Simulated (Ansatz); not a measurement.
`[NH2][GeH2][NH2]` + `N[SiH](F)[O][SnH3]` → `[NH2][GeH2][O][SiH](N)F` + `[NH2][SnH3]`  (redistribution)

Computed with Ansatz on PBE0-D4/def2-TZVP structures; ΔE is electronic, products minus reactants. CBS: MP2 limit from def2 TZ/QZ plus the TZ coupled-cluster correction, frozen cores. DFT in def2-TZVPP. B3LYP here is the variant with VWN-RPA as its local correlation; programs differ in this. def2 core potentials past Kr. For Ge, Sn outer-core shells are correlated without core-valence functions, which leaves a few kJ/mol of doubt a bond. Scalar relativity is left out up to krypton. Each species was taken in one conformer, which may not be the lowest.

| level | ΔE (kJ/mol) | difference from CCSD(T)/CBS |
| --- | --- | --- |
| PBE-D4 | -2.6 | -4.9 |
| B3LYP-D4 | -2.5 | -4.8 |
| ωB97M-V | -2.3 | -4.6 |
| B2PLYP | -1.1 | -3.4 |
| PBE | -0.8 | -3.1 |
| r2SCAN | -0.5 | -2.8 |
| PBE0 | -0.6 | -2.9 |
| HF/def2-TZVPP | 0.9 | -1.4 |
| MP2/def2-TZVPP | -3.1 | -5.4 |
| SCS-MP2/def2-TZVPP | -2.3 | -4.6 |
| CCSD/def2-TZVPP | -2.2 | -4.5 |
| CCSD(T)/def2-TZVPP | -3.1 | -5.4 |
| HF/def2-QZVPP | 2.2 | -0.1 |
| MP2/def2-QZVPP | 0.4 | -1.9 |
| SCS-MP2/def2-QZVPP | 1.1 | -1.2 |
| MP2/CBS(def2) | 2.3 | 0.0 |
| CCSD(T)/CBS | 2.3 | 0 |

Largest T1 diagnostic among the species: 0.013.

In def2-TZVPP, CCSD(T) changes the Hartree–Fock value by −4.0 kJ/mol (the triples alone add −0.9 kJ/mol) and MP2 by −4.0 kJ/mol.
